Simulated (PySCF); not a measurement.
# Mass spectrum arithmetic for `O=C[SiH2]C[SiH2]P`

Species: `O=C[SiH2]C[SiH2]P`.

Calculated from tabulated atomic weights, isotope masses and abundances; no fragmentation.

Q: Molar mass and exact mass?

A: For C2H9OPSi2, with standard atomic weights, 1 × 15.999 + 2 × 12.011 + 2 × 28.085 + 1 × 30.974 + 9 × 1.008 = 136.237 g/mol. From the most abundant isotopes (16O, 12C, 28Si, 31P, 1H), 1 × 15.994915 + 2 × 12.000000 + 2 × 27.976927 + 1 × 30.973762 + 9 × 1.007825 = 135.9930 u.

Q: What cluster does the molecular ion M+• show when like nominal masses merge?

A: 
```tsv
nominal mass	m/z (centroid)	relative intensity
136	135.9924	100.0
137	136.9927	12.5
138	137.9898	7.4
139	138.9905	0.5
140	139.9874	0.1
```

Lines under 0.1 % of the tallest are left out. One electron mass, 0.00055 u, is taken off.

Q: Which singly substituted isotopologues are there?

A: Intensity in % of the monoisotopic species:

```tsv
isotope	mass shift (u)	m/z	intensity (%)
29Si	+0.99957	136.9920	10.16
13C	+1.00335	136.9958	2.16
17O	+1.00422	136.9966	0.04
2H	+1.00628	136.9987	0.10
30Si	+1.99684	137.9892	6.69
18O	+2.00425	137.9967	0.21
```

Species under 0.02 % are left out.

Q: Count the protons, neutrons and electrons of the monoisotopic species, and give its exact less its nominal mass.

A: 72 protons, 64 neutrons and 72 electrons; 135.9930 − 136 = -0.0070 u.

Q: Elemental analysis, calculated?

A: O 11.74 %, C 17.63 %, Si 41.23 %, P 22.74 %, H 6.66 %.

Q: What resolving power m/Δm just matches the spacing of the species with one 29Si and with one 13C?

A: They lie 0.00379 u apart at mass 136.99, so m/Δm is about 36000.

Q: What share of all molecules is the monoisotopic species?

A: 0.99757 × 0.9893^2 × 0.922297^2 × 1 × 0.999885^9 = 82.96 %.
